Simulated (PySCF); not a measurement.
W(O)(NH)(OMe)(SH) (CH₅NO₂SW), SMILES C[O][W](=[NH])(=[O])[SH], multiplicity 1. Coordinates come from a PBE-D3(BJ)/def2-SVP optimisation. The multiplicity is an assumed one; other spin states were not compared. The def2 effective core potentials stand for the cores of W; spin–orbit coupling is left out. The values are those of a single conformer.

Computed equilibrium geometry at PBE-D3(BJ)/def2-SVP (PySCF confirms it by a frequency run) as a Z-matrix (one conformer of several):
```
O
C 1 1.4124
H 2 1.1108 1 109.24
H 2 1.1109 3 108.51 1 119.45
H 2 1.1117 3 108.75 4 118.57
W 1 1.8886 2 138.60 3 -120.53
O 6 1.7299 1 109.79 2 -128.99
N 6 1.7731 7 111.51 1 -121.46
H 8 1.0272 6 145.13 7 -0.90
S 6 2.3707 7 110.12 8 -113.05
H 10 1.3672 6 94.37 7 -47.85
```
